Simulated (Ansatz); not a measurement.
Ansatz (a quantum-chemistry and plane-wave program) was given this input:
Ansatz 0.2 input:
```yaml
crystal:
  periodic: [false, false, false]
  atoms:
    - {symbol: O, position_ang: [-0.00000000, -0.00000000, -0.67067238]}
    - {symbol: O, position_ang: [0.00000000, 0.00000000, 0.67067238]}
basis:
  gaussian:
    orbitals: 6-311G__.json
hamiltonian:
  xc: hf
total_charge: -1
magnetization: {spin_polarized: true, initial_magnetization: 1}
```
The basis file holds 6-311G** in the JSON format of the Basis Set Exchange.

Q: What does this run give for the total energy, <S^2>, number of basis functions?

A: 
```
Item                             Result
-------------------------  ------------
total energy               -149.6061 Eh
<S^2>                             0.768
number of basis functions            36
```

A gas-phase anion may not be bound at this level; its values then depend on the basis.
